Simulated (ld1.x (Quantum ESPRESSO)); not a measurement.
# Ranking TM semilocal potentials for Tl

All share these settings but for the change named:

thallium, norm-conserving Troullier–Martins (semilocal form), made with ld1.x (Quantum ESPRESSO) 7.5 (LDA (PZ), non-relativistic). Core [Xe] 4f14 5d10, reference 6s2 6p0 (charge +1). Waves: 6s (bound): rc 2.45 bohr; 6d channel at 0.1 Ry: rc 3.30 bohr; 6p (bound, empty): rc 3.00 bohr. Local part: the p channel. Core correction: Bessel-smoothed model core inside 2.15 bohr.

Cutoff: the first of the cutoffs (Ry, on a coarse ladder) from which the occupation-weighted sum of valence levels, in a spherical-Bessel basis at the reference potential, stays within 10 and 1 mRy of its value at 400 Ry; the density cutoff is not measured.

The base gives 15 Ry.

Of 7 variants that were run, those that failed, showed a ghost or another fault, or gave nearly equal values are left out.

A variant can come out equal or close to the base.

(1) Rank these variants from softest to hardest (loose cutoff).
A. all radii but the core radius scaled by about 1.37 (s 3.36, p 4.10, d 4.52 bohr)
B. all radii but the core radius scaled by about 1.19 (s 2.92, p 3.58, d 3.94 bohr)
C. all radii but the core radius scaled by about 0.84 (s 2.06, p 2.54, d 2.78 bohr)
D. all radii but the core radius scaled by about 0.75 (s 1.84, p 2.26, d 2.48 bohr)
E. all radii but the core radius scaled by about 0.96 (s 2.34, p 2.88, d 3.16 bohr)

## Answers

(1) A (6 Ry), B (8 Ry), E (15 Ry), C (18 Ry), D (25 Ry).
